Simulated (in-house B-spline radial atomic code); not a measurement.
Ionising Sn⁸⁺ with different functionals

Computed with a radial B-spline atomic code at the basis-set limit: scalar-relativistic (spin-free X2C) Hamiltonian, Fermi nucleus of rms radius 4.6519 fm, spin-polarised at highest spin, spherical fractional occupations for the functionals, and exact exchange of hybrids averaged over the configuration. The ionisation energy is the difference of two self-consistent energies, [Kr] 4d6 → [Kr] 4d5, without Breit or QED terms; ε is the level of the shell that loses the electron (its least bound occupied spin orbital). There is no spin-orbit coupling in this Hamiltonian.

```csv
method,rung,ΔSCF (eV),-ε(4d) (eV)
PBE0,global hybrid,157.24,149.50
B3LYP,global hybrid,?,?
TPSSh,global hybrid,157.07,147.56
BHandHLYP,global hybrid,?,?
r2SCAN0,global hybrid,156.58,149.05
B97-1,global hybrid,157.51,149.22
HSE06,range-separated hybrid,157.17,149.01
wB97X,range-separated hybrid,157.21,152.01
CAM-B3LYP,range-separated hybrid,157.33,150.98
LC-wPBE,range-separated hybrid,157.33,152.13
```

Task: What does BHandHLYP give?

Result: ΔSCF 157.05 eV, and -ε(4d) = 152.22 eV.

Task: What does B3LYP give?

Result: ΔSCF 157.39 eV, and -ε(4d) = 148.99 eV.

Task: Among the functionals, which spreads more, the ΔSCF values or the orbital energies?

Result: The orbital energies: ΔSCF values span about 0.93 eV and the orbital energies 4.66 eV; here energy differences depend much less on the functional than eigenvalues do.

Task: How do they compare with the NIST value?

Result: NIST lists 156 eV ± 2.2 (tabulated theory, ground level to ground level). Errors run from +0.58 to +1.51 eV; all lie within about twice that uncertainty, so the table can't rank the methods.
